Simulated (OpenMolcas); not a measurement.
P.

```json
{"Program": "OpenMolcas 26.06", "Basis": "ANO-RCC-VQZP [6s5p3d2f1g]", "Scalar Hamiltonian": "DKH2, point nucleus", "Active space": "5 electrons in 4 orbitals (3s 3p)", "State averaging": "2S+1 = 4 odd, 1 root; 2S+1 = 2 odd, 8 roots", "Spin-orbit coupling": "state interaction with AMFI integrals over the reference wave functions, term energies averaged over their components"}
```

Two sets of levels on these reference wave functions, in cm⁻¹ above 3s² 3p³ ⁴S°_3/2: one from CASSCF and one from SS-CASPT2, IPEA 0.25 Eh, imaginary shift 0.1 Eh (closed shells correlated: 2s 2p).

| Level | Set 1 | Set 2 |
| --- | --- | --- |
| 3s² 3p³ ⁴S°_3/2 | 0.0 | 0.0 |
| 3s² 3p³ ²D°_3/2 | 11260 | 15340 |
| 3s² 3p³ ²D°_5/2 | 11270 | 15350 |
| 3s² 3p³ ²P°_1/2 | 18380 | 20710 |
| 3s² 3p³ ²P°_3/2 | 18380 | 20720 |

Question: Which set is which?

Answer: Set 1 is SS-CASPT2. Its levels of the other terms of 3s² 3p³ lie at 0.73 to 0.89 of the other set's values, as expected, since terms of lower spin or lower L gain more correlation energy than the Hund ground term. Against 4 measured levels (NIST Handbook of Basic Atomic Spectroscopic Data) the mean absolute deviation is 230 cm-1 with it and 3000 cm-1 without; single levels miss by up to 360 cm-1 with it.

Term energies are means over components that CASPT2 splits; among the terms shown or strongly mixed into the levels shown the widest spread is 140 cm-1 (3s² 3p³ ²D°, SS-CASPT2). No level of 3s 3p⁴ was computed, though it lies in the active space. Without dynamic correlation excited terms often stand tens of per cent too high (terms of higher spin than the ground term too low), and those without a measured partner can miss by more than the paired ones (holds for CASSCF). Computed and measured levels are paired by configuration, term and J; levels that our copy of the source lacks, or whose pairing is in doubt (as where it misses far off the trend of its configuration), stay unpaired and out of the deviations. Levels of configurations outside the active space are missing.

° marks odd parity.
